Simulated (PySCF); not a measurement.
Method: PBE-D3(BJ)/def2-TZVP // PBE-D3(BJ)/def2-SVP (PySCF). All species are isolated molecules in the gas phase. Excitations are Tamm–Dancoff values on a coarser integration grid. The basis has no diffuse functions, so Rydberg states are missing or too high.

Reference species (SMILES): `c12c(coc1)cccc2` (neutral, multiplicity 1).

The S1 excitation (TDA) is 3.70 eV. The HOMO comes out as -4.89 eV. The LUMO is -2.19 eV.

Changed species: `[CH3][Ge]1([CH3])[CH]=c2ccccc2=[CH]1` (E = [Ge](C)(C); the reference has E = O).

Question: Predict the effect on the S1 excitation (TDA), HOMO and LUMO.

Answer: the S1 excitation (TDA) decreases by 1.00 eV, to 2.70 eV; the HOMO increases by 0.25 eV, to -4.64 eV; the LUMO drops by 0.81 eV, to -3.00 eV.
